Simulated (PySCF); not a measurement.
Run record: excited-state job, `C[Si](C)(C)[O][GeH3]`.

Method: TDDFT wB97X-D/def2-SVPD, vertical, gas phase, core orbitals frozen in the response (PySCF 2.14.0, density-fitted response routines). Geometry: GFN2-xTB. The input is one job of a driver script: a line of settings, then coordinates in Å.

Input:
```
{"job": {"kind": "uv", "xc": "wB97X-D", "basis": "def2-SVPD", "nstates": 8, "ntriplets": 3}, "charge": 0, "multiplicity": 1}
C     -1.310236     0.579749     1.332101
Si    -0.403290    -0.126508    -0.188553
C      0.053877    -1.951477     0.118146
C     -1.412375     0.094272    -1.783894
O      0.972894     0.736122    -0.440869
Ge     2.463026     1.175330     0.318115
H     -0.713021     0.459780     2.232611
H     -1.507200     1.641150     1.210068
H     -2.261266     0.084077     1.497090
H      0.642571    -2.349058    -0.703828
H     -0.829250    -2.573160     0.222755
H      0.644365    -2.058528     1.024716
H     -1.639480     1.139573    -1.967122
H     -0.873456    -0.280561    -2.648131
H     -2.352212    -0.443502    -1.719198
H      2.149858     1.931268     1.576116
H      3.230684    -0.078731     0.618811
H      3.135751     2.026523    -0.710592
```

Output:
```
coarse grid: 64216 points
cycle   1  E = -2562.7205213475  dE = -2.288e-01  |g| = 8.759e-01  |ddm| = 5.889e+00
cycle   2  E = -2562.6429307946  dE =  7.759e-02  |g| = 1.116e+00  |ddm| = 2.754e+00
cycle   3  E = -2562.8619872750  dE = -2.191e-01  |g| = 1.033e-01  |ddm| = 1.596e+00
cycle   4  E = -2562.8640953688  dE = -2.108e-03  |g| = 3.657e-02  |ddm| = 2.163e-01
cycle   5  E = -2562.8643462549  dE = -2.509e-04  |g| = 6.232e-03  |ddm| = 6.656e-02
cycle   6  E = -2562.8643530389  dE = -6.784e-06  |g| = 1.652e-03  |ddm| = 1.760e-02
final grid: 134264 points
cycle   7  E = -2562.8636355438  dE = -2.230e-06  |g| = 1.978e-03  |ddm| = 1.288e-02
cycle   8  E = -2562.8636357341  dE = -1.903e-07  |g| = 1.788e-03  |ddm| = 4.831e-03
cycle   9  E = -2562.8636360759  dE = -3.418e-07  |g| = 9.628e-05  |ddm| = 1.852e-03
cycle  10  E = -2562.8636360786  dE = -2.763e-09  |g| = 4.766e-05  |ddm| = 3.546e-04
cycle  11  E = -2562.8636360794  dE = -7.376e-10  |g| = 9.262e-06  |ddm| = 1.538e-04
converged SCF energy = -2562.8636360794

Static polarisability (au): isotropic 92.922, principal 90.099 91.011 97.657

Singlet excitations
state   eV       nm        f      main configurations
  1   7.2582    170.8   0.00824   H->L 0.62, H->L+1 0.18
  2   7.4921    165.5   0.01711   H-1->L 0.59, H-1->L+1 0.17
  3   7.8874    157.2   0.00045   H->L+1 0.42, H->L 0.28, H-2->L+1 0.12
  4   8.0780    153.5   0.00279   H-1->L+1 0.29, H-1->L 0.29, H-1->L+2 0.16
  5   8.3744    148.1   0.14941   H->L+2 0.38, H-2->L 0.36, H->L+1 0.16
  6   8.4378    146.9   0.16865   H-1->L+2 0.39, H-3->L 0.28, H-1->L+1 0.21
  7   8.5107    145.7   0.00025   H->L+3 0.71
  8   8.6504    143.3   0.00655   H-2->L+1 0.22, H-2->L 0.19, H->L+2 0.17

Triplet excitations (Tamm-Dancoff, eV): 7.0245 7.2309 7.7181
```

The SCF starts on a coarse grid where the log names one; the energy can jump when the final grid takes over, and dE then counts from the start density on the new grid. H and L stand for HOMO and LUMO; the number after each pair is its weight.

**Question.** Give S1 in cm⁻¹ and kJ/mol.

**Answer.** 7.2582 eV × 8065.54 = 58541 cm⁻¹; × 96.485 = 700.3 kJ/mol.

**Question.** How does the lowest singlet excitation compare with the HOMO–LUMO gap?

**Answer.** HOMO -9.70 eV and LUMO 1.82 eV give a gap of 11.52 eV; S1 at 7.26 eV lies 4.26 eV below it.

In short: HOMO -9.70 eV, LUMO 1.82 eV; lowest singlet 7.26 eV; lowest triplet 7.02 eV (Tamm–Dancoff); mean polarisability 92.9 au.

 Relativistic effects, spin–orbit coupling among them, are left out although an element past zinc is present.

**Question.** Estimate the wall time. Hardware: x86-64 server, one thread, no GPU, shared host.

**Answer.** About 78 s.
Labels such as C1 count atoms from 1, the log's own numbers from 0.

wB97X-D is run here without its empirical dispersion term; that term would change no orbital, density or response property at a fixed geometry.
